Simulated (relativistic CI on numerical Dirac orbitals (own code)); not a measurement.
Cu2+ in a cubic cluster: L2,3 absorption with charge transfer

Computed with a charge-transfer multiplet model of a cubic metal-ligand cluster with up to one ligand hole, Slater and spin-orbit integrals from Dirac-Coulomb-Breit ions, Slater integrals scaled by 0.9. The ground state mixes d9 with configurations of k ligand holes L, whose averages lie at kΔ + k(k − 1)U_dd/2; a core hole lowers each added d electron by U_cd. 300 K, Lorentzian 0.4 eV and Gaussian 0.3 eV FWHM.

Atomic integrals in eV (Slater integrals scaled, ζ unscaled), ground: F2dd 12.450, F4dd 7.768, zeta_d 0.099; with the core hole: F2dd 12.450, F4dd 7.768, zeta_d 0.110, zeta_core 13.385.

Cluster parameters (eV): Δ = 0.5, U_dd = 8.4, U_cd = 9.7, 10Dq = 0.6, 10Dq(ligand) = 0.3, final-state hopping factor = 0.9.

```json
{"Case": "V(eg) = 2.2 eV, V(t2g) = -1.04 eV", "n_d": "9.42", "d9": "0.58", "d10L": "0.42", "S": "0.50"}
{"Case": "V(eg) = 2.5 eV, V(t2g) = -1.19 eV", "n_d": "9.43", "d9": "0.57", "d10L": "0.43", "S": "0.50"}
{"Case": "V(eg) = 2.8 eV, V(t2g) = -1.33 eV", "n_d": "9.44", "d9": "0.56", "d10L": "0.44", "S": "0.50"}
{"Case": "V(eg) = 3.1 eV, V(t2g) = -1.47 eV", "n_d": "9.44", "d9": "0.56", "d10L": "0.44", "S": "0.50"}
{"Case": "V(eg) = 3.4 eV, V(t2g) = -1.61 eV", "n_d": "9.45", "d9": "0.55", "d10L": "0.45", "S": "0.50"}
```

Weights, n_d and S are thermal averages at 300 K. Photon energies count from the first peak over 30 % of the highest in each spectrum, which can be another peak from case to case. The parameters are a model scan and need not match a compound or its usual spin state. Peaks in eV (height, largest 100):
- V(eg) = 2.2 eV, V(t2g) = -1.04 eV: 0.0 (100), 20.1 (40)
- V(eg) = 2.5 eV, V(t2g) = -1.19 eV: 0.0 (100), 20.1 (41)
- V(eg) = 2.8 eV, V(t2g) = -1.33 eV: 0.0 (100), 20.1 (42)
- V(eg) = 3.1 eV, V(t2g) = -1.47 eV: 0.0 (100), 20.1 (43)
- V(eg) = 3.4 eV, V(t2g) = -1.61 eV: 0.0 (100), 20.1 (43)

For the case V(eg) = 3.1 eV, V(t2g) = -1.47 eV, Δ = 0.5 eV is smaller than U_dd = 8.4 eV, the charge-transfer side of the Zaanen-Sawatzky-Allen scheme.
